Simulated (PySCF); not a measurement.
CH₉BSi₂, singlet, at a GFN2-xTB geometry.

Here is a job for PySCF.
```python
from pyscf import gto, scf, dft

mol = gto.Mole()
mol.atom = '''
    B     0.36684601   -0.04347113   -0.09802579
    C     1.89795683   -0.12279253   -0.46110665
    H     2.41239083   -1.01401579   -0.10103145
    H     2.37731064    0.72103449    0.04596243
    H     2.13025005   -0.00186964   -1.51938338
    Si   -0.26589360   -0.91802612    1.55157694
    H    -1.45628055   -1.76123767    1.35384305
    H    -0.64394827    0.06436845    2.58315794
    H     0.71510495   -1.79809167    2.21172955
    Si   -0.82184979    0.98402337   -1.28965990
    H    -1.92877820    1.67926505   -0.61374785
    H    -1.45741406    0.11198445   -2.29367486
    H    -0.14219899    2.02871173   -2.07692505
'''
mol.basis = 'def2-sv(p)'
mol.verbose = 4
mol.max_memory = 1800
mol.build()

mf = dft.RKS(mol)
mf.xc = 'r2scan'
mf = mf.density_fit(auxbasis='def2-universal-jkfit')
mf.kernel()
```

### Question
Predict the total energy from PySCF with DF-R2SCAN/def2-SV(P).

### Answer
-646.9536 Eh

### Question
Predict the dipole moment from DF-R2SCAN/def2-SV(P).

### Answer
1.41 D

### Question
What Mulliken (on the basis functions themselves) charges in atom order does DF-R2SCAN/def2-SV(P) give?

### Answer
B1 -0.13, C2 -0.45, H3 0.16, H4 0.18, H5 0.16, Si6 0.04, H7 0.01, H8 0.01, H9 -0.01, Si10 0.04, H11 0.00, H12 0.01, H13 -0.01

### Question
Give the nuclear repulsion energy at the level DF-R2SCAN/def2-SV(P).

### Answer
188.6218 Eh

### Question
What HOMO energy does DF-R2SCAN/def2-SV(P) give?

### Answer
-6.91 eV

### Question
Estimate the HOMO-LUMO gap that DF-R2SCAN/def2-SV(P) returns for this input.

### Answer
3.68 eV

### Question
Roughly what does it cost on one core?

### Answer
around 27 core-seconds (rough).
